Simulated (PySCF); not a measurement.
C₂H₆Cd (SMILES [CH3][Cd][CH3]), singlet, geometry from GFN2-xTB (such geometries of metal compounds can be far from the true shape) (core potentials on Cd); PySCF with WB97X/def2-SV(P).

PySCF was given this input:
```python
from pyscf import gto, scf, dft

mol = gto.M(
    atom='''
Cd   -0.008357    0.006779   -0.009003
C     1.729108    0.261992   -1.355271
H     2.438735   -0.556412   -1.227355
H     2.252224    1.195480   -1.145456
H     1.421098    0.278221   -2.400936
C    -1.688920   -0.294590    1.398563
H    -2.217754   -1.223441    1.182589
H    -2.408162    0.522432    1.337625
H    -1.326123   -0.346079    2.425912
''',
    basis='def2-sv(p)',
    ecp={'Cd': 'def2-sv(p)'},
    charge=0,
    spin=0,
    verbose=4,
)

mf = dft.RKS(mol)
mf.xc = 'wb97x'
mf.kernel()
```

Output, abridged:

```
PySCF version 2.14.0

[INPUT] verbose = 4
[INPUT] num. atoms = 9
[INPUT] num. electrons = 38
[INPUT] charge = 0
[INPUT] spin (= nelec alpha-beta = 2S) = 0
[INPUT] symmetry False subgroup None
[INPUT] Mole.unit = angstrom
[INPUT] Symbol           X                Y                Z      unit          X                Y                Z       unit  Magmom
[INPUT]  1 Cd    -0.008357000000   0.006779000000  -0.009003000000 AA   -0.015792441223   0.012810453398  -0.017013204299 Bohr   0.0
[INPUT]  2 C      1.729108000000   0.261992000000  -1.355271000000 AA    3.267540559794   0.495093126827  -2.561091014565 Bohr   0.0
[INPUT]  3 H      2.438735000000  -0.556412000000  -1.227355000000 AA    4.608541240391  -1.051466292421  -2.319364807616 Bohr   0.0
[INPUT]  4 H      2.252224000000   1.195480000000  -1.145456000000 AA    4.256086531172   2.259129787395  -2.164598127740 Bohr   0.0
[INPUT]  5 H      1.421098000000   0.278221000000  -2.400936000000 AA    2.685486016167   0.525761492103  -4.537111482609 Bohr   0.0
[INPUT]  6 C     -1.688920000000  -0.294590000000   1.398563000000 AA   -3.191596246300  -0.556694419036   2.642901037950 Bohr   0.0
[INPUT]  7 H     -2.217754000000  -1.223441000000   1.182589000000 AA   -4.190947671659  -2.311968419564   2.234769327923 Bohr   0.0
[INPUT]  8 H     -2.408162000000   0.522432000000   1.337625000000 AA   -4.550766643585   0.987253398709   2.527744907371 Bohr   0.0
[INPUT]  9 H     -1.326123000000  -0.346079000000   2.425912000000 AA   -2.506009277487  -0.653994527463   4.584309282296 Bohr   0.0

nuclear repulsion = 108.441313537474
number of shells = 34
number of NR pGTOs = 122
number of NR cGTOs = 64
basis = def2-sv(p)
ecp = {'Cd': 'def2-sv(p)'}

******** <class 'pyscf.dft.rks.RKS'> ********
method = RKS
initial guess = minao
damping factor = 0
level_shift factor = 0
DIIS = <class 'pyscf.scf.diis.CDIIS'>
diis_start_cycle = 1
diis_space = 8
diis_damp = 0
SCF conv_tol = 1e-09
SCF conv_tol_grad = None
SCF max_cycles = 50
direct_scf = True
direct_scf_tol = 1e-13
XC library pyscf.dft.libxc version 7.1.2
    S. Lehtola, C. Steigemann, M. J. T. Oliveira, and M. A. L. Marques,  SoftwareX 7, 1–5 (2018)
XC functionals = wb97x
    J.-D. Chai and M. Head-Gordon,  J. Chem. Phys. 128, 084106 (2008)
radial grids:
    Treutler-Ahlrichs [JCP 102, 346 (1995); DOI:10.1063/1.469408] (M4) radial grids

becke partition: Becke, JCP 88, 2547 (1988); DOI:10.1063/1.454033
pruning grids: <function nwchem_prune>
grids dens level: 3
symmetrized grids: False
atomic radii adjust function: <function treutler_atomic_radii_adjust>
small_rho_cutoff = 0
Set gradient conv threshold to 3.16228e-05
Initial guess from minao.
tot grids = 109480
init E= -233.093027905171
  HOMO = -0.702152116640129  LUMO = -0.492709818210274  gap/eV = 5.69922
cycle= 1 E= -246.687085902192  delta_E= -13.6  |g|= 1.68  |ddm|= 4.21
  HOMO = -0.0251056305305898  LUMO = 0.151142225994822  gap/eV = 4.79595
cycle= 2 E= -246.600691165277  delta_E= 0.0864  |g|= 2.23  |ddm|= 4.47
  HOMO = -0.291167662574106  LUMO = 0.0822887803187748  gap/eV = 10.16227
cycle= 3 E= -247.446747178599  delta_E= -0.846  |g|= 0.0912  |ddm|= 1.76
  HOMO = -0.334077865891  LUMO = 0.0576582035021329  gap/eV = 10.65968
cycle= 4 E= -247.450315296512  delta_E= -0.00357  |g|= 0.0451  |ddm|= 0.22
  HOMO = -0.326008914318544  LUMO = 0.0581641626082287  gap/eV = 10.45388
cycle= 5 E= -247.450990836674  delta_E= -0.000676  |g|= 0.0127  |ddm|= 0.0701
  HOMO = -0.328611985626882  LUMO = 0.0581419619942527  gap/eV = 10.52411
cycle= 6 E= -247.451084248872  delta_E= -9.34e-05  |g|= 0.00315  |ddm|= 0.0331
  HOMO = -0.328783832037082  LUMO = 0.0581206602146067  gap/eV = 10.52821
cycle= 7 E= -247.451093287051  delta_E= -9.04e-06  |g|= 0.000379  |ddm|= 0.0144
  HOMO = -0.328683621501298  LUMO = 0.0582260423028139  gap/eV = 10.52835
cycle= 8 E= -247.451093398688  delta_E= -1.12e-07  |g|= 6.53e-05  |ddm|= 0.00175
  HOMO = -0.328683263867374  LUMO = 0.0582308840049524  gap/eV = 10.52847
cycle= 9 E= -247.45109340323  delta_E= -4.54e-09  |g|= 8.64e-06  |ddm|= 0.000415
  HOMO = -0.328683155746727  LUMO = 0.0582318972536191  gap/eV = 10.52849
cycle= 10 E= -247.451093403321  delta_E= -9.1e-11  |g|= 2.17e-06  |ddm|= 5.91e-05
  HOMO = -0.328683133191554  LUMO = 0.058231910289741  gap/eV = 10.52849
Extra cycle  E= -247.451093403323  delta_E= -2.39e-12  |g|= 1.57e-06  |ddm|= 7.53e-06
converged SCF energy = -247.451093403323
```
